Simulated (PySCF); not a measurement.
## Electron affinity of Pb by level of theory

Pb⁻ [Xe] 4f14 5d10 6s2 6p3 (4S) → Pb [Xe] 4f14 5d10 6s2 6p2 (3P), as a difference of total energies. Computed with PySCF 2.14 in aug-cc-pVTZ-PP with ECP60MDF (6s5p4d2f, 55 functions), with scalar relativity through the core potential. Correlated levels: valence: 5s2 5p6 5d10 frozen. The calculations carry no spin-orbit coupling.

| method | electron affinity (eV) | difference from reference (eV) |
| --- | --- | --- |
| UHF | 0.872 | +0.515 |
| LDA | 1.478 | +1.121 |
| PBE | 1.320 | +0.963 |
| PBE0 | 1.305 | +0.948 |
| r2SCAN | 1.408 | +1.051 |
| wB97X | 0.964 | +0.607 |
| B97-3 | 1.087 | +0.730 |
| M06-2X | 1.130 | +0.773 |
| BLYP | 1.134 | +0.777 |
| MP2 (valence) | 1.221 | +0.864 |
| SCS-MP2 (valence) | 1.085 | +0.728 |

Reference: 0.357 eV (measured; photodetachment measurements, as compiled on the Wikipedia data page of electron affinities).

Spin-orbit coupling is strong in these open shells (close to jj coupling). The scalar numbers leave it out and a first-order estimate fails, so it can dominate the gap to the real levels.

Errors of the correlated levels include the incompleteness of this basis and the frozen core.

In the anion the highest occupied orbital energy is positive at LDA, PBE, PBE0, r2SCAN, B97-3, BLYP, a self-interaction effect; the basis confines that electron, and the energy difference can still be sensible.
